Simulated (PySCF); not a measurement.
## Computed properties of C4H7BO, SMILES C#CCB(C)O

C4H7BO, SMILES C#CCB(C)O. Geometry optimised at B3LYP-D3(BJ)/def2-SVP. The structure was generated by enumeration, and PubChem lists no compound with its InChIKey, so it may never have been made. The values are those of a single conformer. All values are computed for the isolated molecule unless a solvent is named; none is compared with measurement here.

**Structure.** All 33 harmonic modes at B3LYP-D3(BJ)/def2-SVP (PySCF) are real, so it is a minimum. With heavy atoms numbered as in [CH:1]#[C:2][CH2:3][B:4]([CH3:5])[OH:6], the shortest bond between them is C1–C2 at 1.214 Å and the longest C3–B4 at 1.609 Å.

**Vibrations.** The strongest infrared lines (harmonic, unscaled, degenerate partners summed) lie at 1331 cm⁻¹ (192 km/mol, H 45 %, B 25 %, C 22 %, O 9 %), 1271 cm⁻¹ (141 km/mol, H 60 %, C 21 %, B 16 %), 3708 cm⁻¹ (121 km/mol, H 94 %). The softest mode is at 25 cm⁻¹ and the zero-point energy is 64.1 kcal/mol.

**Electronic structure.** HF/def2-TZVP (PySCF) places the frontier levels at -10.48 and 2.96 eV, a gap of 13.44 eV, and gives a dipole moment of 1.11 D and a mean polarisability of 58.6 bohr³. PBE/def2-TZVP (PySCF) at the same geometry gives -6.52 and -0.62 eV, so its gap is 7.54 eV narrower. An orbital gap is neither the optical nor the fundamental gap.

**Excitations.** TDDFT-PBE0/def2-SVPD (PySCF) has S1 at 6.60 eV (188 nm, f = 0.000, dark); the most intense of the 10 singlets computed lies at 7.95 eV (f = 0.07). T1 (TDA) is at 5.32 eV. TDDFT-PBE/def2-SVPD (PySCF) puts S1 at 5.94 eV. No vertical singlet excitation falls in the visible range (under 3.1 eV).

**NMR.** GIAO shifts at PBE0/pcSseg-1 (PySCF) (non-relativistic, atoms alike by connectivity averaged): ¹³C from 6.1 to 87.3 ppm against TMS; ¹H from 0.8 to 7.3 ppm against TMS; ¹¹B at 36.8 ppm against BF3.
